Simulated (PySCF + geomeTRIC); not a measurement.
Species: [W(Cl)5(OH)] (charge 0, multiplicity 1).

Question: Give a relaxed geometry from PySCF + geomeTRIC with BP86-D3(BJ)/def2-SVP.

Answer: Several could match; the one computed here: the end point of this relaxation, one of several conformers.
Cartesian coordinates (Å) in one orientation:
```xyz
8

W     -0.087     0.005     0.038
Cl     2.144     0.070    -0.656
Cl    -0.593     1.623    -1.542
Cl     0.347     1.697     1.590
Cl    -0.535    -1.646    -1.554
Cl    -2.331    -0.018     0.690
O      0.320    -1.288     1.302
H      0.535    -1.965     1.966
```
